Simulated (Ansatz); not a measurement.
Input file for Ansatz (an electronic-structure program): U-CCSD(T)/def2-SVP on CH4Te (SMILES C[TeH]), a point of a bond scan (R = 1.331 Å). Elements past Kr take the def2 small-core potentials; no spin–orbit coupling. The run froze 10 orbitals, filled d shells among them.

Ansatz 0.2 input:
```yaml
crystal:
  periodic: [false, false, false]
  atoms:
    - {symbol: Te, position_ang: [0.01201175, 0.23527703, 0.23177528]}
    - {symbol: H, position_ang: [-0.27199795, 1.13889532, -0.70274976]}
    - {symbol: C, position_ang: [-0.03051731, -1.41897587, -1.16612883]}
    - {symbol: H, position_ang: [0.73152202, -1.27549848, -1.92532285]}
    - {symbol: H, position_ang: [-1.01819392, -1.49803416, -1.60874601]}
    - {symbol: H, position_ang: [0.18816506, -2.31181771, -0.58509181]}
basis:
  gaussian:
    orbitals: def2-SVP
correlation: {method: ccsd_t, electrons: outside_noble_gas}
scf: {omitted_lower_state_checks: [cluster_reference]}
magnetization: {spin_polarized: true, initial_magnetization: 0}
```

It printed:

```
WARN ansatz: RAYON_NUM_THREADS=1 ignored (pool sized by the plan → 1); use --threads N
Functional definition: HF
these checks for a lower state are left out or cut short: cluster_reference
integrals: 0.05 GiB planned
688 factors; integrals over basis functions are off by at most 1.1e-3 eV
mean field: 0.15 GiB planned
mean field evaluation 1: about -8355.3823 eV, gradient 1.1e1 eV
mean field evaluation 2: about -8355.3890 eV, gradient 1.1e1 eV
mean field evaluation 4: about -8356.2374 eV, gradient 1.4e0 eV
mean field evaluation 8: about -8356.2517 eV, gradient 1.1e-3 eV
mean field -8356.25165137 eV, -307.0865841171 hartree, gradient 5.0e-7 eV, S^2 0.000000; 0 other end points of the search recorded, 0 dependent functions left out
10 core orbitals not correlated
reference -8356.25165137 eV, -307.0865841171 hartree; 7, 7 occupied and 43, 43 virtual orbitals, 688 factors
second order -6.84877192 eV of doubles, -0.00000000 eV of singles
coupled cluster: 0.16 GiB planned
cycle   1  -7.46538303 eV  change   -6.2e-1 eV  update   6.2e-2
cycle   2  -7.69616091 eV  change   -2.3e-1 eV  update   1.9e-2
cycle   3  -7.72532652 eV  change   -2.9e-2 eV  update   5.9e-3
cycle   4  -7.72617828 eV  change   -8.5e-4 eV  update   1.7e-3
cycle   5  -7.72597992 eV  change    2.0e-4 eV  update   4.6e-4
cycle   6  -7.72596528 eV  change    1.5e-5 eV  update   1.4e-4
cycle   7  -7.72597725 eV  change   -1.2e-5 eV  update   4.6e-5
cycle   8  -7.72597383 eV  change    3.4e-6 eV  update   1.3e-5
perturbative correction -0.20374132 eV, -0.0074873554 hartree
Total energy: -8364.18136652 eV, -307.3779957740 hartree
Checks for a lower state left out: cluster_reference
```

Self-consistency was reached.

Cost: about 1.5 core-seconds (a rough figure).
